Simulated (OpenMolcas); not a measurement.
An OpenMolcas run meant for In II (ANO-R1, X2C; inactive shells 1s 2s 2p 3s 3p 3d 4s 4p 4d; intended active space 2 electrons in 8 orbitals (5s 5p 6s 6p)). One step of its input:

```
&RASSCF
FileOrb=start.orb
Symmetry=1
Spin=3
nElAct=2 0 0
Inactive=14 9
Ras2=2 6
CIRoot=15 15 1
SDav=16
CIMx=300
Iter=80 100
PrWF=0.3
OrbListing=Nothing
MaxOrb=0
Atom
CIOnly
>>> COPY $Project.JobIph JOB001
```

Lines from the output:

```
--- SEWARD ---
Basis set label: IN.ANO-R...6S5P3D1F.

      Electronic valence basis set:
      ------------------
      Associated Effective Charge  49.000000 au
      Associated Actual Charge     49.000000 au
      Nuclear Model: Finite nucleus - Gaussian distribution
        Gaussian exponent, Xi/bohr**(-2):  1.95486E+08

      Shell  nPrim  nBasis  Cartesian Spherical Contaminant
         s      23       6        X
         p      18       5        X
         d      12       3                 X
         f       6       1                 X
                  Relativistic X2C integrals
                  Atomic mean-field integrals
--- RASSCF ---

 Nr of active orbitals     NAC=   8
 Spin degeneracy         ISPIN=   3
 There can be no such wave function.
 ************************************************
--- Stop Module: rasscf at  /rc=_RC_INPUT_ERROR_ ---
.####################.
.# User input error #.
.####################.
```

Question: What is wrong with the input?

Answer: A keyword is misspelt. OpenMolcas reads the first four letters of a keyword, so the setting is refused or falls back to its default.
